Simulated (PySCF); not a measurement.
# One molecule, several mistakes: BH4NSi2

Calculated results; nothing here was measured. They come from PySCF 2.14.0, an open-source quantum chemistry program, on an isolated molecule that a program drew, which may never have been made. The molecule is BH4NSi2 (charge 0, singlet), drawn as the SMILES string `[SiH]BN=[SiH2]`.

Each row is a Hartree-Fock (HF) and frozen-core CCSD(T) single point in the cc-pV(D+d)Z basis, meant for a local HF minimum. Run 1 is clean. Each other run has one planted mistake out of seven kinds, and not every kind appears here: one electron removed, one electron added, multiplicity raised by two, geometry at a saddle point, minimal basis STO-3G, one bond length entered in bohr, all coordinates scaled. The reference is restricted for singlets and unrestricted otherwise, and also for a bond in bohr. Adding or removing an electron swaps singlet and doublet. Electrons count all cores. HOMO and LUMO are orbital energies over both spins, the gradient is its largest component, and the lowest frequency (negative if imaginary) is given only where the gradient is small. Bond lengths are over the 7 bonds as drawn. T1 is the CCSD diagnostic: over 0.02 (restricted) or 0.045 (unrestricted) a single reference is doubtful.

Geometry of the clean run:
```xyz
8
BH4NSi2, angstrom
Si   -0.8790   -0.0403   -1.9656
B    -1.3367    0.5462   -0.0457
N    -1.3133   -0.4234    0.9446
Si   -1.2749   -1.5451    2.0264
H     0.5919    0.3248   -1.8324
H    -1.6426    1.6849    0.2272
H    -0.0759   -1.8693    2.8109
H    -2.4332   -2.3850    2.3598
```

```
run  electrons  basis functions  <S^2>  HOMO (eV)  LUMO (eV)  gradient (hartree/bohr)  lowest frequency (cm^-1)  mean bond (Å)  longest bond (Å)      T1  HF (hartree)  CCSD(T) (hartree)                     mistake
  1         44               94  0.000      -7.71       0.91                  1.1e-05                        60         1.5248             2.059  0.0217    -659.25920         -659.75058                    no fault
  2         44               94  0.000      -7.73       0.87                  1.3e-02                         -         1.5492             2.092  0.0221    -659.25710         -659.75146      all coordinates scaled
  3         45               94  1.114      -1.04       5.81                  2.6e-02                         -         1.5248             2.059  0.0524    -659.26038         -659.76657          one electron added
  4         44               94  2.061      -7.40       0.62                  2.4e-02                         -         1.5248             2.059  0.0269    -659.24467         -659.71599  multiplicity raised by two
  5         43               94  0.786     -14.59      -5.73                  7.0e-02                         -         1.5248             2.059  0.0270    -659.01309         -659.47214        one electron removed
  6         44               94  1.442      -8.20       0.76                  1.5e-02                         -         1.7115             2.776  0.0818    -659.15518         -659.62896                           ?
```

**Which mistake was planted in run 6, and what did it cost?**

The mean bond changes by a factor of 1.122 and the longest by 1.348, so the molecule wasn't scaled as a whole. A length L in bohr read as angstrom grows by (1/0.5292 - 1) L = 0.890 L. The 7 bonds together grew by 7 x 0.1867 = 1.307 Å, which gives L = 1.469 Å. That is the length of one of the H-Si bonds, 1.469 Å in the clean geometry. So the mistake is: one bond length entered in bohr. Subtracting run 1 and multiplying by 627.51 kcal/mol a hartree, the energy moved by 65.3 kcal/mol in HF and 76.3 kcal/mol in CCSD(T).

Cautions from the logs. Run 1: T1 is over the limit, so its CCSD(T) energy is less reliable; run 2: T1 is over the limit, so its CCSD(T) energy is less reliable; run 3: T1 is over the limit, so its CCSD(T) energy is less reliable; run 6: T1 is over the limit, so its CCSD(T) energy is less reliable.
